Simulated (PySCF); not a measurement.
Electron correlation in C⁺ (carbon, charge +1)

[He] 2s2 2p1, 2P determinant. All numbers are calculated (PySCF 2.14, no relativity, point nucleus, in cc-pVDZ). Frozen: 1s2; 3 electrons correlated.

MP2 pair energies summed by pair of shells (mhartree):

```json
{"pair": "2s-2s", "energy": "-25.63", "share (%)": "62.1"}
{"pair": "2s-2p", "energy": "-15.66", "share (%)": "37.9"}
```

Total MP2 correlation energy: -41.29 mhartree.

Same-spin part -2.39 and opposite-spin part -38.90 mhartree; SCS-MP2 scales them by 1/3 and 6/5 to -47.48 mhartree.

```csv
level,correlation energy (mhartree)
CCSD,-66.71
(T),-0.65
CCSD(T),-67.36
```

Diagnostics: T1 = 0.0084, D1 = 0.0157, largest double amplitude 0.136.

Cost of the coupled-cluster step: 0.12 s of wall time on 1 thread of Intel(R) Xeon(R) Platinum 8488C (shared host), for 3 correlated electrons.
